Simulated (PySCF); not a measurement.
# How methods differ on the ionisation energy of Co⁺

Co⁺ [Ar] 3d8 (3F) → Co²⁺ [Ar] 3d7 (4F), as a difference of total energies. All numbers are calculated (PySCF 2.14, the non-relativistic Hamiltonian (point nucleus), in 6-31G* (5s4p2d1f, 34 functions)). Correlated levels: valence: [Ar] frozen. The calculations carry no spin-orbit coupling.

```
           method  ionisation energy (eV)
              UHF                  12.681
            M06-L                  15.440
             MN15                  15.616
    MP2 (valence)                  14.345
SCS-MP2 (valence)                  14.247
```

Question: How much does correlation contribute at MP2 (valence)?

Answer: 14.345 − (12.681) = 1.664 eV, measured against UHF.

These non-relativistic numbers lack the scalar-relativistic shift.

The reference lies between the lowest fine-structure levels, while these numbers refer to the centres of the terms.

Errors of the correlated levels include the incompleteness of this basis and the frozen core.

For comparison: 17.084 eV (measured; NIST Atomic Spectra Database, ionization energies).
